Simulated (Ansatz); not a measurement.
Geometry optimisation, RKS BHLYP/def2-SVP in Ansatz 0.2.0.

input.yaml

```yaml
crystal:
  periodic: [false, false, false]
  atoms:
    - { symbol: "N", position_ang: [-0.6562, 1.5114, 1.4112] }
    - { symbol: C, position_ang: [-0.6196, 0.9285, 0.0851] }
    - { symbol: Al, position_ang: [0.3698, -0.7803, 0.1925] }
    - { symbol: B, position_ang: [0.7661, -1.9134, -1.4911] }
    - { symbol: Br, position_ang: [1.7143, -3.6465, -1.3896] }
    - { symbol: H, position_ang: [-1.3182, 2.4141, 1.3073] }
    - { symbol: H, position_ang: [0.2728, 1.9111, 1.6607] }
    - { symbol: H, position_ang: [-1.5971, 0.716, -0.2943] }
    - { symbol: H, position_ang: [-0.1065, 1.6293, -0.591] }
    - { symbol: H, position_ang: [0.9952, -1.264, 1.6323] }
    - { symbol: H, position_ang: [0.2447, -1.5633, -2.5027] }
basis:
  gaussian: { orbitals: def2-SVP }
hamiltonian:
  xc: { name: BHLYP }
relax:
  f_tol: 0.015
  max_steps: 40
```

Command:

```bash
$ ansatz run input.yaml --threads 2 --pin off --max-ram 3072MiB --backend cpu --events-out ev --progress --plain --runs-dir out
```

Question: Where does it end, and by what steps?

Answer: It converged. After 32 steps the energy has fallen by 1.201 eV; H6 moved furthest, 1.92 Å. Joined: N1–Al3 (2.79 → 2.02 Å).

| step | energy less start (eV) | largest force component (eV/Å) | accepted |
| --- | --- | --- | --- |
| 0 | 0.0000 | 3.587 | yes |
| 2 | -0.5845 | 0.383 | yes |
| 4 | -0.6015 | 0.103 | yes |
| 6 | -0.6051 | 0.153 | yes |
| 8 | -0.6092 | 0.058 | yes |
| 10 | -0.5772 | 0.668 | no |
| 12 | -0.6204 | 0.109 | yes |
| 14 | -0.6317 | 0.303 | yes |
| 16 | -0.6383 | 0.638 | no |
| 18 | -0.6851 | 0.164 | yes |
| 20 | -0.7705 | 0.649 | yes |
| 22 | -0.9838 | 0.839 | yes |
| 24 | -1.1249 | 0.353 | yes |
| 26 | -1.1792 | 0.237 | yes |
| 28 | -1.1964 | 0.124 | yes |
| 30 | -1.1999 | 0.090 | yes |
| 32 | -1.2014 | 0.012 | yes |

```xyz
11
Properties=species:S:1:pos:R:3
N -0.790 0.791 0.891
C 0.141 1.435 -0.116
Al 0.741 -0.386 0.289
B 0.111 -1.954 -0.999
Br 1.426 -3.082 -1.842
H -1.743 0.687 0.572
H -0.802 1.245 1.794
H -0.398 1.700 -1.024
H 0.617 2.319 0.307
H 1.768 -0.566 1.476
H -1.006 -2.246 -1.328
```

Run time: 62 s on 2 threads of AMD EPYC 9R45 (Zen 5), on a shared host, peak memory 0.34 GiB.
